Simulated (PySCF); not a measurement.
## Be⁺ (beryllium, charge +1) across methods

[He] 2p1, 2P determinant (an excited configuration). Computed with PySCF 2.14 in ANO-RCC-VTZP, with scalar relativity by spin-free X2C-1e. The B2PLYP total includes its PT2 part (frozen core); its orbital energies are those of the SCF part.

```csv
method,E (hartree),mean ε 1s α (eV),mean ε 1s β (eV),mean ε 2p α (eV),Σ⟨r²⟩ (bohr²),⟨S²⟩
BP86,-14.1973,-118.84,-118.65,-11.023,7.376,0.750
PBE,-14.1697,-118.63,-118.38,-10.984,7.385,0.750
UHF,-14.13009,-140.85,-140.63,-14.058,7.622,0.750
r2SCANh,-14.1928,-122.97,-122.79,-11.374,7.369,0.750
PBE0,-14.1728,-124.38,-124.14,-11.833,7.415,0.750
M06-2X,-14.1920,-129.78,-129.71,-12.390,7.559,0.750
r2SCAN,-14.1945,-120.92,-120.74,-11.057,7.353,0.750
B2PLYP,-14.1793,-130.83,-130.63,-12.626,7.443,0.750
LDA,-13.9832,-117.29,-117.04,-10.757,7.487,0.750
```
